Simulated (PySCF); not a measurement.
## Dipole response of Nb⁺ (niobium, charge +1)

[Kr] 4d4, high-spin 5D determinant. Computed with PySCF 2.14 in aug-cc-pV5Z-PP with ECP28MDF (8s8p7d5f4g3h2i, 197 functions), with a scalar-relativistic core potential. Coupled (time-dependent) response in atomic units; α is the mean over directions.

```json
{"method": "UHF", "mean α (bohr³)": "23.30", "α xx, yy, zz": "20.47, 20.47, 28.96", "C₆ (like pair)": "148.2", "S(−4)": "402.4"}
```

S(−4) is the Cauchy moment in α(ω) = α(0) + S(−4) ω² + …

Spin-orbit coupling is absent.

α(iu) at UHF:

| u (hartree) | α(iu) (bohr³) |
| --- | --- |
| 0 | 23.30 |
| 0.0500 | 22.36 |
| 0.100 | 20.18 |
| 0.200 | 15.66 |
| 0.300 | 12.48 |
| 0.500 | 8.698 |
| 0.750 | 6.097 |
| 1.00 | 4.542 |
| 1.50 | 2.801 |
| 2.00 | 1.885 |
| 3.00 | 1.001 |
| 5.00 | 0.4090 |

A single London oscillator, α(iu) = α/(1 + u²/ω²), gives C₆ = (3/4) ω α². Matching the computed C₆ needs ω = 4 × 148.2 / (3 × 23.30²) = 0.364 hartree.

For an ion, C₆ is the dispersion term alone; charge-induced terms of lower order in 1/R come first.

The components differ because the open shell of this determinant is not spherical; for a pure term their mean is the scalar polarisability.

Energies and moments cover only the electrons outside the core potential.
